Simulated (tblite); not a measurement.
Species: C6H10O2.
Numbering: `[CH3:1]/[CH:2]=[C:3](/[CH3:4])[O:5][C:6]([CH3:7])=[O:8]` (hydrogens: H9, H10, H11 on C1; H12 on C2; H13, H14, H15 on C4; H16, H17, H18 on C7)

Structure optimised with GFN2-xTB, isolated species.

(1) What internal coordinates does the optimisation give?

Answers

(1) 
```json
{"bond": "C1–C2", "length (Å)": "1.492"}
{"bond": "C2=C3", "length (Å)": "1.325"}
{"bond": "C3–C4", "length (Å)": "1.495"}
{"bond": "C3–O5", "length (Å)": "1.406"}
{"bond": "O5–C6", "length (Å)": "1.340"}
{"bond": "C6–C7", "length (Å)": "1.507"}
{"bond": "C6=O8", "length (Å)": "1.201"}
{"bond": "C1–H9, C1–H10, C1–H11", "length (Å)": "1.088"}
{"bond": "C2–H12", "length (Å)": "1.080"}
{"bond": "C4–H13, C4–H14, C4–H15", "length (Å)": "1.088"}
{"bond": "C7–H16, C7–H17, C7–H18", "length (Å)": "1.087"}
```

Bonds in one row agree within 0.01 Å and their mean is given. A selection of angles:
```json
{"angle": "C2–C1–H9", "degrees": "109.9"}
{"angle": "C2–C1–H10", "degrees": "111.0"}
{"angle": "H9–C1–H10", "degrees": "109.0"}
{"angle": "H9–C1–H11", "degrees": "107.8"}
{"angle": "C1–C2–C3", "degrees": "125.4"}
{"angle": "C1–C2–H12", "degrees": "116.3"}
{"angle": "C3–C2–H12", "degrees": "118.3"}
{"angle": "C2–C3–C4", "degrees": "125.8"}
{"angle": "C2–C3–O5", "degrees": "119.6"}
{"angle": "C4–C3–O5", "degrees": "114.5"}
{"angle": "C3–C4–H13", "degrees": "110.6"}
{"angle": "C3–C4–H14", "degrees": "109.6"}
{"angle": "H13–C4–H14", "degrees": "109.2"}
{"angle": "H14–C4–H15", "degrees": "108.1"}
{"angle": "C3–O5–C6", "degrees": "118.7"}
{"angle": "O5–C6–C7", "degrees": "110.3"}
{"angle": "O5–C6–O8", "degrees": "124.5"}
{"angle": "C7–C6–O8", "degrees": "125.2"}
{"angle": "C6–C7–H16", "degrees": "109.5"}
{"angle": "H16–C7–H17", "degrees": "110.1"}
{"angle": "H17–C7–H18", "degrees": "108.2"}
```

Dihedral angles: C1–C2–C3–C4 -179° (antiperiplanar); C2–C3–O5–C6 -113° (anticlinal); C3–O5–C6–C7 -178° (antiperiplanar). The mirror-image conformer, all signs reversed, is as good.

Of the pairs four or more bonds apart, O5···H10 is among the closest relative to their van der Waals radii: 2.45 Å, 90 % of the sum of Bondi's values. The 3 C–O bonds span 1.201 Å (C6=O8, drawn double) to 1.406 Å (C3–O5, drawn single), a spread of 0.205 Å. The 4 C–C bonds span 1.325 Å (C2=C3, drawn double) to 1.507 Å (C6–C7, drawn single), a spread of 0.182 Å.

Point group: C1 (no symmetry element, even within 0.4 Å). GFN2-xTB frequencies show an imaginary mode (34i cm⁻¹), so the point is no minimum at that level.

The numbers are calculated, not measured.
